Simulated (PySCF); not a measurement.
Si(F)(OH)2(NH2) (FH₄NO₂Si), SMILES N[Si](O)(O)F.

Geometry optimised at B3LYP-D3(BJ)/def2-SVP. The structure was generated by enumeration, and PubChem lists no compound with its InChIKey, so it may never have been made. Other conformers were not sampled.

Calculation: PySCF with SMD-PBE0/6-31G*.

Solvation free energies are E(SMD) − E(gas) at the gas-phase geometry, for 1 M in both phases. In vacuum the dipole moment is 1.61 D.

### Question
Estimate the solvation free energies in water, dichloromethane, ethanol. (The exact figures need the calculation; the answer reports its results.)

### Answer

```tsv
solvent	ΔG(solv) (kcal/mol)	its non-electrostatic (CDS) part	dipole (D)
water	-11.1	3.4	1.93
dichloromethane	-8.1	0.6	1.86
ethanol	-11.6	1.7	1.91
```
